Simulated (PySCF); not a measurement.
Isomers of C8H9N, one GFN2-xTB conformer each. Single-point energies are computed at PBE0/pcSseg-1 (PySCF, gas phase, no added dispersion term), electronic only.

**Question.** Rank them by PBE0/pcSseg-1 energy, lowest first (kcal/mol).
A. `[CH:1]#[C:2][C@@H:3]1[CH2:4][CH2:5][CH2:6][C@H:7]1[C:8]#[N:9]` with C2–C3–C4–C5 -146°, C3–C4–C5–C6 41°, C4–C5–C6–C7 -41°, C5–C6–C7–C8 -93°
B. `[CH2:1]=[CH:2][CH2:3][c:4]1[cH:5][cH:6][n:7][cH:8][cH:9]1` with C1–C2–C3–C4 -119°, C2–C3–C4–C5 85°

**Answer.** B (0.0), A (36.1).

As drawn, the lower has an aromatic ring and a C=C bond outside aromatic rings, which the higher lacks; the higher has a C≡N group and a C≡C bond, which the lower lacks. GFN2-xTB itself gives, in the same order: 0.0, 30.0. Both levels put the same isomer lowest.

**Question.** Which frontier levels, dipoles and rotational constants go with these structures?

**Answer.** 
| SMILES | HOMO (eV, PBE0/pcSseg-1) | LUMO (eV) | dipole (D) | A, B, C (MHz) |
| --- | --- | --- | --- | --- |
| C=CCc1ccncc1 | -7.29 | -0.78 | 2.49 | 4104, 1013, 894.5 |
| C#C[C@@H]1CCC[C@H]1C#N | -8.05 | 0.49 | 4.00 | 2227, 1427, 1018 |
